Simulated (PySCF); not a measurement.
F2H2OSeSi, SMILES O[Si](F)(F)[SeH]. Atoms are numbered in the order given.

```xyz
7

O     -1.0117     1.5825     0.9806
Si    -0.7367     0.0870     0.3856
F     -1.8390    -0.3383    -0.7044
F     -0.9053    -0.8942     1.6410
Se     1.2344    -0.1606    -0.6643
H     -0.8255     2.3292     0.4037
H      1.9642     0.3455     0.5095
```

Coordinates come from a PBE0-D3(BJ)/def2-SVP optimisation. This is a generated structure with no PubChem entry under its InChIKey; it may be hypothetical. Other conformers were not sampled.

All values below come from PBE/pcSseg-1 (PySCF).

GIAO shieldings, no solvent; atoms listed in one row are averaged. δ = σ(ref) − σ: ¹⁷O against H2O (σ = 334.3 ppm); ²⁹Si against TMS (σ = 335.4 ppm); ¹⁹F against CFCl3 (σ = 133.6 ppm); ⁷⁷Se against Me2Se (σ = 1634.8 ppm); ¹H against TMS (σ = 31.49 ppm), references at their B3LYP-D3(BJ)/def2-TZVP geometries, non-relativistic.

| nucleus | atoms | count | δ (ppm) |
|---|---|---|---|
| ¹⁷O | O1 | 1 | 99.4 |
| ²⁹Si | Si2 | 1 | -33.7 |
| ¹⁹F | F3 | 1 | -138.7 |
| ¹⁹F | F4 | 1 | -149.6 |
| ⁷⁷Se | Se5 | 1 | -466.3 |
| ¹H | H6 | 1 | 2.71 |
| ¹H | H7 | 1 | 0.89 |
